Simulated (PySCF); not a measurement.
**Finite-field polarisability of Ne (neon, neutral)**

[Ne], closed-shell 1S. All numbers are calculated (PySCF 2.14, the non-relativistic Hamiltonian (point nucleus), in aug-cc-pwCVTZ). Frozen: 1s2. Energy changes in a uniform field (μhartree):

```tsv
axis	F (au)	HF	MP2	CCSD	CCSD(T)
x	0.0095	-99.132	-109.949	-107.882	-109.230
x	0.019	-396.639	-439.957	-431.682	-437.084
```

Q: Derive α along x at CCSD(T) from the two fields.

A: With ΔE = −αF²/2 − γF⁴/24, α = −(16 ΔE(F) − ΔE(2F))/(6F²) = 2.420 bohr³.

Q: And the mean polarisability at each level?

A: HF 2.197, MP2 2.436, CCSD 2.390, CCSD(T) 2.420 bohr³. Reference: 2.661 bohr³ (recommended; Schwerdtfeger and Nagle, table of static dipole polarizabilities (2023 update)).

CCSD(T) lies more than 5 % below the reference, which points to too few diffuse and polarisation functions.
